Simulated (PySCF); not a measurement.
**Static response to an electric field**

Compound: (HAlPH)4 cubane, Al₄H₈P₄.
Structure used (PBE0-D3(BJ)/def2-SVP), in Å, numbered top down from 1:
```xyz
16
Al4H8P4 angstrom
Al    -1.7192    1.0418    0.6654
H     -3.0064    1.8255    1.1513
P     -0.2768   -0.3371    2.0322
Al     1.6928    0.6866    1.0678
H      2.9510    1.2089    1.8733
P      0.2503    2.0262   -0.3372
Al     0.2764    0.3365   -2.0676
H      0.4901    0.5961   -3.6147
P     -1.6616   -0.6773   -1.0366
Al    -0.2576   -2.0743    0.3503
H     -0.4449   -3.6254    0.6066
P      1.6818   -1.0227   -0.6427
H     -0.4703   -0.5656    3.4156
H      0.4299    3.4112   -0.5672
H     -2.7960   -1.1322   -1.7510
H      2.8261   -1.7322   -1.0793
```

Level: wB97X-D/def2-SVPD (PySCF), static field, nuclei fixed, core orbitals frozen in the response. The polarisability tensor in these axes (au):

```
x   207.03   0.02  -0.02
y     0.02 207.11  -0.02
z    -0.02  -0.02 207.16
```

Problem. Diagonalise the tensor; give its mean and Δα, where Δα² is half the sum of the squared differences of the eigenvalues.

Solution. Principal values 207.03, 207.10 and 207.17 au; mean 207.10 au = 30.69 Å³ = 34.15 × 10⁻⁴⁰ C²·m²/J; Δα = 0.12 au (0 % of the mean). Point group Td makes the tensor isotropic, so any spread comes from the grid or from a geometry that is symmetric only within 0.08 Å.

Problem. What is the dipole moment?

Solution. 0.01 D; point group Td allows none, and the residue is numerical.

Problem. Form Σ f/ω² (atomic units) for the 15 lowest TDDFT singlets, given as eV and f, and set it beside the mean polarisability, which is this sum over all singlets: 4.05, 0.0000; 4.05, 0.0000; 4.06, 0.0000; 4.92, 0.0000; 5.06, 0.0000; 5.06, 0.0000; 5.07, 0.0000; 5.07, 0.0000; 5.08, 0.0000; 5.12, 0.0077; 5.13, 0.0079; 5.13, 0.0078; 5.26, 0.0013; 5.26, 0.0012; 5.26, 0.0012.

Solution. They add up to 0.76 au, 0.4 % of the 207.10 au; the largest single term is 0.22 au, from the state at 5.13 eV. Terms in order: 0.00, 0.00, 0.00, 0.00, 0.00, 0.00, 0.00, 0.00, 0.00, 0.22, 0.22, 0.22, 0.03, 0.03, 0.03 au. Higher excitations give the rest. The strengths listed sum to 0.027.

Problem. Estimate the molar refractivity from the static electronic polarisability.

Solution. Lorentz–Lorenz: R = (4π/3)N_A α = 2.5225 cm³/(mol·Å³) × 30.69 Å³ = 77.4 cm³/mol, in the limit of long wavelengths.

Problem. Find the Langevin capture rate constant for O2+ (31.990 u) meeting this molecule (239.884 u), k = 2.342 × 10⁻⁹ cm³/s × √(α in Å³ / reduced mass in u).

Solution. The reduced mass is 28.23 u, so k = 2.44 × 10⁻⁹ cm³/s.

The structure is a single PBE0-D3(BJ)/def2-SVP conformer in the gas phase; no vibrational or solvent corrections.

The run behind these numbers computed excited states as well. The run took 3.6 min (with the writing of density and orbital grids) on one thread of an Intel Xeon at 2.50 GHz, no GPU, shared host with 64 logical CPUs at a one-minute load of 58, and the process peaked at 1.2 GiB of memory.
